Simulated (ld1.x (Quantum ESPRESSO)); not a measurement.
**Lu (Z = 71), RRKJ: configuration errors across variants**

- Element: lutetium (Lu)
- Generator: ld1.x (Quantum ESPRESSO) 7.5
- Type: norm-conserving RRKJ (Kleinman–Bylander form)
- Functional: PBE
- Relativity: fully relativistic
- Frozen core: [Kr] 4d10 4f14
- Valence charge: 11
- Reference configuration: 5s2 5p6 5d1 6s2 6p0
- Partial waves: 5p (bound): rc 1.75 bohr; 5d (bound): rc 2.05 bohr; 5s (bound): rc 1.55 bohr
- Local potential: the s channel
- Core correction: none
- rho0: 0.005

Open shells are filled in proportion to 2j + 1 (rel_dist='average').

Occupied shells without a wave of their own: 6s. They enter only through the test configuration that unscreens the potential.

All-electron excitation energies from the reference (eV): (1) 5s2 5p6 5d1 6s1 6p0 7.367; (2) 5s2 5p6 5d1 6s0 6p0 20.647; (3) 5s2 5p6 5d0 6s0 6p0 40.595; (4) 5s2 5p6 5d0 6s2 6p1 0.923; (5) 5s2 5p6 5d1.5 6s1.5 6p0 1.479; (6) 5s2 5p6 5d1 6s1 6p1 3.398; (7) 5s2 5p6 5d0 6s2 6p0 5.258.

For the base: The 6s level has no wave, so the channel is fitted at the deeper level alone: the likely source of the large errors.

On the changes marked as counting shells twice: ld1.x takes every shell without a wave as core, so the model core holds the marked electrons as well and exchange and correlation see them twice. This cancels in the reference configuration, but the file is broken for other ones, and its errors say nothing about a proper core correction.

Tests that are not counted but printed errors over 1 eV. “all radii scaled by about 1.35 (s 2.08, p 2.36, d 2.76 bohr)”: 5s2 5p6 5d1.5 6s1.5 6p0 (pseudo-atom not self-consistent, printed error -1107 eV).

4 further variants failed, have other tests or too few solved ones, and are left out.

The file “base” misses its own reference levels by 0.3 eV. The file “all radii scaled by about 1.35 (s 2.08, p 2.36, d 2.76 bohr)” misses its own reference levels by 1.8 eV. The file “core correction a·sin(br)/r model core inside 1.16 bohr (6s counted twice)” misses its own reference levels by 0.3 eV. The file “wave 5p (bound): rc 1.75 bohr becomes 5p (bound): rc 1.76 bohr” misses its own reference levels by 0.3 eV. The file “wave 5s (bound): rc 1.55 bohr becomes 5s (bound): rc 1.82 bohr” misses its own reference levels by 0.9 eV.

Errors AE − PS in meV (a dash: test not solved or not reliable):

```csv
change,(1),(2),(3),(4),(5),(6),(7),bound ghosts
base,-388,-984,-1454,+67,-145,-276,-16,none
"all radii scaled by about 1.35 (s 2.08, p 2.36, d 2.76 bohr)",-2293,-5985,-7773,+397,–,-1937,+300,not determined
core correction a·sin(br)/r model core inside 1.16 bohr (6s counted twice),-523,-1580,-2447,+36,-149,-304,-85,none
wave 5p (bound): rc 1.75 bohr becomes 5p (bound): rc 1.76 bohr,-388,-984,-1454,+67,-145,-276,-16,none
wave 5s (bound): rc 1.55 bohr becomes 5s (bound): rc 1.82 bohr,-1143,-2951,-4171,+114,-428,-888,-29,none
```

Task: Give the same row for: wave 5d (bound): rc 2.05 bohr becomes 5d (bound): rc 1.38 bohr.

Result: -388, -984, -1456, +67, -145, -276, -16; bound ghosts: none.
